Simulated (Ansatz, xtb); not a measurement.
Isomers of C3H6BrF3Si in order of energy

4 gas-phase structures of C3H6BrF3Si, from a drawn sample of its isomers (lower ones may exist). Each was relaxed with GFN2-xTB; where two conformers were screened, the lower at r2SCAN-D4/def2-SVP is listed:

A. `C[SiH](Br)CC(F)(F)F`, a singlet
B. `FC(F)(F)C[SiH2]CBr`, a singlet
C. `C[SiH2][C@@H](Br)C(F)(F)F`, a singlet
D. `C[Si](C)(Br)C(F)(F)F`, a singlet

Problem. Estimate their order in r2SCAN-D4/def2-SVP energy at these geometries, lowest first.

Solution. Calculated order at r2SCAN-D4/def2-SVP: A (0.0), D (1.6), B (39.5), C (40.6) kcal/mol.

Energies above the lowest of each column, in kcal/mol; the last columns are at B3LYP/def2-SVP geometries and were run for some of them only (a dash: not run or not comparable):

```
structure  GFN2-xTB  HF/STO-3G  r2SCAN-D4/def2-SVP  B3LYP/def2-SVP  CCSD(T)/def2-SVP + ΔMP2/def2-TZVPP
        A       0.0        3.8                 0.0             0.0                                 0.0
        D      16.0        0.0                 1.6             2.2                                 1.1
        B      33.1       39.7                39.5            37.8                                38.7
        C      35.6       41.8                40.6               –                                   –
```

CCSD(T)/def2-SVP + ΔMP2/def2-TZVPP puts A lowest of those it was run on; HF/STO-3G picks D. Flexible structures stand in one conformer each, not always the lowest. Frequencies (GFN2-xTB) were run for A, B, D alone. The ΔMP2 step shifts differences by up to 3.2 kcal/mol, which makes them less sure. ΔMP2 is the change of the MP2 energy from the smaller to the larger basis.

Over these structures GFN2-xTB departs from r2SCAN-D4/def2-SVP by 6.8 kcal/mol on average once a common shift is removed. A GFN2-xTB relaxation took about 0.099 s and the r2SCAN-D4/def2-SVP energy about 5.6 s on a shared host (Ansatz 0.2.0, xtb 6.7.1).
